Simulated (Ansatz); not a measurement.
Cost and result for the atomization energy of `[OH][Al]1[NH]CO[SiH2]1` (12 atoms, 12 bonds).

Cartesian coordinates in Å:
```
O 1.741 -0.049 2.452
Al 0.655 0.030 1.159
N 0.959 -0.415 -0.538
C -0.087 -0.287 -1.531
O -1.293 0.205 -1.002
Si -1.590 0.625 0.583
H 2.648 -0.344 2.418
H 1.810 -0.770 -0.949
H 0.222 0.399 -2.332
H -0.306 -1.261 -1.990
H -2.734 -0.182 1.095
H -2.024 2.050 0.636
```

The species carries charge 0 and has multiplicity 1. The structure was optimised at the PBE0-D4/def2-TZVP level. It is one conformer, not always the lowest. Program: Ansatz. All runs use 4 threads of an Arm Neoverse V2 on a shared host. Times are those of one run each, without the atoms' runs, and a repeat can differ threefold. Electronic energies, without spin–orbit coupling; frozen cores. CCSD(T)/CBS adds CCSD(T) − MP2 in def2-TZVPP to the MP2 limit, and its time is that of the two runs behind it. T1 = 0.013. B3LYP takes the VWN-RPA correlation (the form of Gaussian; ORCA's B3LYP/G).

CCSD(T)/CBS is a level of theory with its own doubt, some kJ/mol a heavy atom from the limit and from the frozen cores, so smaller differences don't rank the functionals.

```json
{"level": "PBE-D4/def2-TZVPP (with forces)", "functions": "292", "wall time": "2.6 s"}
{"level": "PBE0-D4/def2-TZVPP", "functions": "292", "wall time": "3.3 s"}
{"level": "r2SCAN-D4/def2-TZVPP (with forces)", "functions": "292", "wall time": "5.5 s"}
{"level": "B3LYP-D4/def2-TZVPP (with forces)", "functions": "292", "wall time": "5.5 s"}
{"level": "B2PLYP/def2-TZVPP", "functions": "292", "wall time": "6.5 s"}
{"level": "ωB97X-V/def2-TZVPP", "functions": "292", "wall time": "9 s"}
{"level": "ωB97M-V/def2-TZVPP (with forces)", "functions": "292", "wall time": "13 s"}
{"level": "MP2/def2-QZVPP", "functions": "548", "wall time": "25 s"}
{"level": "CCSD(T)/def2-TZVPP", "functions": "292", "wall time": "4.2 min"}
{"level": "CCSD(T)/CBS(def2)", "functions": "–", "wall time": "4.6 min"}
```

Problem. What atomization energy does each give, and how far from CCSD(T)/CBS? (Estimate.)

Solution. Computed: 
```json
{"level": "PBE-D4/def2-TZVPP (with forces)", "atomization (kcal/mol)": "1079.9", "difference from CCSD(T)/CBS": "15.5", "per bond": "1.3"}
{"level": "PBE0-D4/def2-TZVPP", "atomization (kcal/mol)": "1055.7", "difference from CCSD(T)/CBS": "-8.7", "per bond": "-0.7"}
{"level": "r2SCAN-D4/def2-TZVPP (with forces)", "atomization (kcal/mol)": "1062.7", "difference from CCSD(T)/CBS": "-1.7", "per bond": "-0.1"}
{"level": "B3LYP-D4/def2-TZVPP (with forces)", "atomization (kcal/mol)": "1058.6", "difference from CCSD(T)/CBS": "-5.8", "per bond": "-0.5"}
{"level": "B2PLYP/def2-TZVPP", "atomization (kcal/mol)": "1048.0", "difference from CCSD(T)/CBS": "-16.4", "per bond": "-1.4"}
{"level": "ωB97X-V/def2-TZVPP", "atomization (kcal/mol)": "1067.6", "difference from CCSD(T)/CBS": "3.2", "per bond": "0.3"}
{"level": "ωB97M-V/def2-TZVPP (with forces)", "atomization (kcal/mol)": "1064.5", "difference from CCSD(T)/CBS": "0.1", "per bond": "0.0"}
{"level": "MP2/def2-QZVPP", "atomization (kcal/mol)": "1074.7", "difference from CCSD(T)/CBS": "10.3", "per bond": "0.9"}
{"level": "CCSD(T)/def2-TZVPP", "atomization (kcal/mol)": "1029.9", "difference from CCSD(T)/CBS": "-34.5", "per bond": "-2.9"}
{"level": "CCSD(T)/CBS(def2)", "atomization (kcal/mol)": "1064.4", "difference from CCSD(T)/CBS": "0.0", "per bond": "0.0"}
```

In def2-TZVPP, CCSD(T) changes the Hartree–Fock value by +292.4 kcal/mol (the triples alone add +18.0 kcal/mol) and MP2 by +316.5 kcal/mol; breaking electron pairs costs correlation energy, which Hartree–Fock lacks. From PBE to PBE0 (25 % exact exchange), in def2-TZVPP and without D4, the atomization energy moves by −23.1 kcal/mol: exact exchange takes away binding that semilocal exchange gives to molecules. The D4 term adds +10.8 kcal/mol with B3LYP and +5.7 kcal/mol with PBE0; it sums over pairs of atoms, weighted by their polarisabilities, and B3LYP, whose exchange is more repulsive, gets the larger term.
